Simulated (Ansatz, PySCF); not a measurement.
Gas-phase reaction (SMILES): NB(N)O + N (NH3) -> NB(N)N + O (H2O); ammonia cleaves one B-O bond, a model of a ligand-exchange step.

Structures are relaxed separately at B3LYP-D3(BJ)/def2-TZVP in Ansatz (a program for electronic structure), one conformer each, not searched for the lowest. Correlated levels leave the core frozen unless marked. Spin-orbit coupling is left out. No relativistic terms. Basis-set limits of correlation are two-point, X^-3; Hartree-Fock from the larger set. [CCSD(T)-MP2]/basis is that difference in the basis named. Thermal terms are rigid-rotor harmonic-oscillator values from B3LYP-D3(BJ) frequencies (Ansatz or PySCF) at 298.15 K and 1 atm. 1 Eh = 627.5095 kcal/mol.

```csv
species,"E, RI-MP2/CBS(aug-cc-pVTZ,aug-cc-pVQZ)+[CCSD(T)-MP2]/aug-cc-pVTZ (Ansatz) (Eh)","E, wB97X-V/def2-TZVPD (Ansatz) (Eh)",H - E (Eh)
NB(N)O,-212.52362,-212.75043,0.07821
N (NH3),-56.50756,-56.56167,0.03799
NB(N)N,-192.64057,-192.86470,0.09030
O (H2O),-76.37791,-76.43464,0.02495
```

### Question
Work out ΔE and ΔH at 298.15 K at the first level, then ΔH at the second.

### Answer

1. ΔE = [(-192.64057) + (-76.37791)] - [(-212.52362) + (-56.50756)] = 0.01270 Eh = 8.0 kcal/mol at RI-MP2/CBS(aug-cc-pVTZ,aug-cc-pVQZ)+[CCSD(T)-MP2]/aug-cc-pVTZ.
2. The terms H - E add up to -0.00095 Eh, so ΔH = (0.01270 + (-0.00095))×627.5095 = 7.4 kcal/mol.
3. At wB97X-V/def2-TZVPD the same steps give ΔE = 8.0 and ΔH = 7.4 kcal/mol, a shift of +0.0 from the first level.
4. These values are not checked against measurement here, since the tables used lack a sound gas-phase enthalpy of formation for at least one species.
